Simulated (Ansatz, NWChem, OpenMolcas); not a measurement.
# How basis sets differ on AgI (SMILES [Ag][I])

AgI has 2 atoms, charge 0, and is taken as a singlet. As SMILES, `[Ag][I]`. Geometry: the measured bond length.

```
atom   x (Å)   y (Å)   z (Å)
  Ag  0.0000  0.0000  0.0000
   I  0.0000  0.0000  2.5446
```

Each level gives the HOMO–LUMO gap (eV). The values are calculated.

```json
{"level": "HF/ANO-RCC-MB (DKH2)", "kind": "Hartree–Fock", "program": "OpenMolcas", "value (eV)": "8.76"}
{"level": "HF/STO-3G", "kind": "Hartree–Fock", "program": "Ansatz", "value (eV)": "10.09"}
{"level": "HF/def2-SVP (core potential)", "kind": "Hartree–Fock", "program": "NWChem", "value (eV)": "8.35"}
{"level": "HF/3-21G", "kind": "Hartree–Fock", "program": "Ansatz", "value (eV)": "8.14"}
{"level": "HF/def2-SVPD (core potential)", "kind": "Hartree–Fock", "program": "Ansatz", "value (eV)": "8.38"}
{"level": "HF/def2-mTZVP (core potential)", "kind": "Hartree–Fock", "program": "Ansatz", "value (eV)": "8.32"}
{"level": "HF/def2-TZVP (core potential)", "kind": "Hartree–Fock", "program": "NWChem", "value (eV)": "8.40"}
{"level": "HF/def2-TZVPPD (core potential)", "kind": "Hartree–Fock", "program": "OpenMolcas", "value (eV)": "8.44"}
```

All-electron rows without a relativistic Hamiltonian named are non-relativistic, while core potentials hold scalar relativity, so basis and relativity change together. The values span 8.14 to 10.09 eV. A Hartree–Fock LUMO above zero doesn't converge with the basis: it sinks as sets grow more diffuse. Orbital gaps aren't excitation energies.
